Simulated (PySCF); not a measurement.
**Fractional electron number in Ni⁺ (nickel, charge +1)**

The 3d beta orbital of [Ar] 3d9 is emptied in steps (occupation f), with all orbitals relaxed, ending at [Ar] 3d8. All numbers are calculated (PySCF 2.14, the non-relativistic Hamiltonian (point nucleus), in def2-SVP (5s3p2d1f, 31 functions)). The exact energy is a straight line in f; departures are measured from the line between the end points of the same method.

| f | PBE0 (eV) | r2SCAN (eV) | LC-wPBE (eV) |
| --- | --- | --- | --- |
| 1 | 0.000 | 0.000 | 0.000 |
| 0.8 | -0.834 | -1.187 | -0.446 |
| 0.6 | -1.258 | -1.778 | -0.673 |
| 0.4 | -1.262 | -1.775 | -0.677 |
| 0.2 | -0.843 | -1.180 | -0.455 |
| 0 | 0.000 | 0.000 | 0.000 |

```tsv
method	E(f=0) − E(f=1) (eV)	−ε at f=1 (eV)	−ε at f=0.4 (eV)
PBE0	17.398	12.324	18.432
r2SCAN	17.120	9.723	18.620
LC-wPBE	17.690	14.954	18.232
```

Orbital energy along the path (eV):

| f | PBE0 | r2SCAN | LC-wPBE |
| --- | --- | --- | --- |
| 1 | -12.324 | -9.723 | -14.954 |
| 0.8 | -14.238 | -12.680 | -16.006 |
| 0.6 | -16.327 | -15.652 | -17.106 |
| 0.4 | -18.432 | -18.620 | -18.232 |
| 0.2 | -20.549 | -21.562 | -19.380 |
| 0 | -22.680 | -24.475 | -20.548 |

Reference removal energy between the ground levels: 18.169 eV (measured; NIST Atomic Spectra Database, ionization energies). The calculation has no spin-orbit coupling. The determinant left behind need not be the lowest term of the ion.
